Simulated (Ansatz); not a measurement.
Several settings on one geometry of `CO[B-](OC)(OC)Oc1ccc(F)cc1` (that of the charge -1 singlet, PBE-D4/def2-SVP). Ansatz on 4 threads of Arm Neoverse V1 on a shared host; times are rough.

Cartesian coordinates in Å:
```
C -2.8131 -1.2482 -1.1404
O -2.5402 -0.1794 -0.2958
B -1.1992 -0.1320 0.2910
O -0.8673 -1.3132 1.0915
C -1.6652 -1.5180 2.2125
O -1.0737 1.0636 1.1193
C -1.3467 2.2867 0.5170
O -0.2212 -0.1041 -0.8777
C 1.0898 0.0429 -0.7447
C 1.8742 0.1699 -1.9254
C 3.2655 0.3325 -1.8726
C 3.9016 0.3761 -0.6276
F 5.2580 0.5353 -0.5673
C 3.1635 0.2549 0.5558
C 1.7734 0.0889 0.5051
H -3.8802 -1.2092 -1.4700
H -2.1773 -1.2495 -2.0635
H -2.6512 -2.2448 -0.6517
H -2.7499 -1.6536 1.9586
H -1.3329 -2.4393 2.7497
H -1.6212 -0.6673 2.9396
H -0.5968 2.5664 -0.2700
H -1.3283 3.0979 1.2846
H -2.3493 2.3095 0.0211
H 1.3474 0.1346 -2.8914
H 3.8675 0.4282 -2.7898
H 3.6937 0.2888 1.5208
H 1.1793 -0.0173 1.4212
```

Totals from different functionals, basis sets or treatments of relativity can't be compared as stabilities.

The 6-31G sets use Cartesian d functions. A multiply charged anion in the gas phase is held together partly by the finite basis.

The spins typed aren't always the lowest for that charge.

**Question.** Give the basis size and estimate the energy, ⟨S²⟩ and time of these runs.

```csv
run,method,charge,state,further keys
1,UKS B3LYP5/6-31G,-2,doublet,fitting: {mean_field: def2-universal-jkfit}; forces asked
2,RKS CAM-B3LYP/cc-pVDZ,-1,singlet,accuracy: high; scf: {lower_state_search: off}; forces asked
3,RKS r2SCANh-D3(BJ)-ATM/6-31G,-1,singlet,scf: {omitted_lower_state_checks: [starts]}; forces asked
4,UKS ωB97/6-31++G**,-1,singlet,scf: {omitted_lower_state_checks: [starts]}; forces asked
```

**Answer.** 
| run | functions | energy (Eh) | ⟨S²⟩ | wall time |
| --- | --- | --- | --- | --- |
| 1 | 161 | -775.7046 | 0.76 | 22 s |
| 2 | 275 | -776.2559 | – | 57 s |
| 3 | 161 | -775.8852 | – | 13 s |
| 4 | 363 | -776.4707 | 0.00 | 3.2 min |

The highest occupied level of an anion often lies above zero with these methods, and sets without diffuse functions describe the outer electron poorly.
